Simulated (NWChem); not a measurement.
# C3H6OS; SMILES CSCC=O

```xyz
11

C     -1.3288    -1.1973     0.1468
S      0.4392    -1.2006    -0.2214
C      0.9216     0.3708     0.5604
C      0.3628     1.4650    -0.3042
O     -0.6440     2.0730    -0.0493
H     -1.5103    -1.3297     1.2237
H     -1.7616    -2.0487    -0.3967
H     -1.8107    -0.2702    -0.1972
H      2.0221     0.3795     0.5645
H      0.5361     0.4390     1.5890
H      0.9160     1.6251    -1.2653
```
Atoms are numbered in this order, from 1.

Program: NWChem. Pople sets run with spherical d functions. The geometry was optimised at PBE0/def2-SVP.

Problem. Order these runs by computing time, cheapest first, and give rough ratios: Hartree-Fock/3-21G; Hartree-Fock/6-31G*; Hartree-Fock/6-311++G**.

Solution. Hartree-Fock/3-21G (1), Hartree-Fock/6-31G* (4), Hartree-Fock/6-311++G** (20). Ratios are rough, from one shared machine; the cheapest took around 3 core-seconds (rough). What differs between the cheapest and the dearest: highest occupied level (eV) -9.72 → -9.71; orbital gap (eV) 13.47 → 10.89; dipole (D) 1.26 → 1.70.
